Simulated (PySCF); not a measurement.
## Deuteron quadrupole couplings in `C=C([SiH2][SiH2]P)SC`

C3H11PSSi2.
Geometry (GFN2-xTB, Å), atoms numbered from 1 in this order:
```xyz
18
C3H11PSSi2 angstrom
C     -1.6654    1.2597    0.3727
C     -1.0335    0.0987    0.4870
Si     0.6930   -0.1121    1.2335
Si     2.1631   -0.6475   -0.4869
P      4.2523   -0.1627    0.1759
S     -1.6769   -1.4382   -0.0909
C     -3.2104   -0.9892   -0.9579
H     -1.2049    2.1582    0.7462
H     -2.6390    1.3818   -0.0721
H      0.5930   -1.1639    2.2551
H      0.9808    1.1471    1.9334
H      1.9926    0.1464   -1.7133
H      2.0795   -2.0512   -0.9195
H      4.8727   -0.9798   -0.7453
H      4.2993   -1.1359    1.1546
H     -3.5884   -1.9105   -1.3889
H     -3.9298   -0.5856   -0.2515
H     -2.9868   -0.2738   -1.7438
```

Level: PBE0/pcSseg-1 (PySCF, non-relativistic); Q(2H) = 0.00286 b; rigid geometry, the same for H and D, with no vibrational averaging.

Question: Rank these positions by the coupling χzz of a deuteron there, largest first.
A. H11 (Si–H hydrogen)
B. H15 (P–H hydrogen)
C. H8 (vinylic hydrogen)
D. H16 (methyl hydrogen)

Answer: C (227 kHz), D (213 kHz), B (146 kHz), A (107 kHz).

What are Vzz, η and χzz (234.96 MHz × Q × Vzz) at all hydrogens?

```json
{"atom": "H8", "bonded to": "C1", "bond length (Å)": "1.077", "Vzz (au)": "0.3377", "η": "0.07", "χzz (kHz)": "227"}
{"atom": "H9", "bonded to": "C1", "bond length (Å)": "1.077", "Vzz (au)": "0.3368", "η": "0.07", "χzz (kHz)": "226"}
{"atom": "H10", "bonded to": "Si3", "bond length (Å)": "1.470", "Vzz (au)": "0.1592", "η": "0.02", "χzz (kHz)": "107"}
{"atom": "H11", "bonded to": "Si3", "bond length (Å)": "1.469", "Vzz (au)": "0.1595", "η": "0.03", "χzz (kHz)": "107"}
{"atom": "H12", "bonded to": "Si4", "bond length (Å)": "1.471", "Vzz (au)": "0.1596", "η": "0.01", "χzz (kHz)": "107"}
{"atom": "H13", "bonded to": "Si4", "bond length (Å)": "1.471", "Vzz (au)": "0.1590", "η": "0.01", "χzz (kHz)": "107"}
{"atom": "H14", "bonded to": "P5", "bond length (Å)": "1.379", "Vzz (au)": "0.2201", "η": "0.07", "χzz (kHz)": "148"}
{"atom": "H15", "bonded to": "P5", "bond length (Å)": "1.381", "Vzz (au)": "0.2174", "η": "0.08", "χzz (kHz)": "146"}
{"atom": "H16", "bonded to": "C7", "bond length (Å)": "1.085", "Vzz (au)": "0.3171", "η": "0.04", "χzz (kHz)": "213"}
{"atom": "H17", "bonded to": "C7", "bond length (Å)": "1.086", "Vzz (au)": "0.3138", "η": "0.02", "χzz (kHz)": "211"}
{"atom": "H18", "bonded to": "C7", "bond length (Å)": "1.086", "Vzz (au)": "0.3136", "η": "0.02", "χzz (kHz)": "211"}
```

Average by the element that carries the hydrogen.

on C: 218 kHz over 5 positions, mean bond length 1.082 Å; on Si: 107 kHz over 4 positions, mean bond length 1.470 Å; on P: 147 kHz over 2 positions, mean bond length 1.380 Å.

One conformer (not necessarily the lowest) at the GFN2-xTB geometry, without solvent, vibrations or thermal averaging. GFN2-xTB bond lengths can be off by several hundredths of an ångström, more for odd bonds, and the gradients follow them. The small basis limits the accuracy of the gradients.
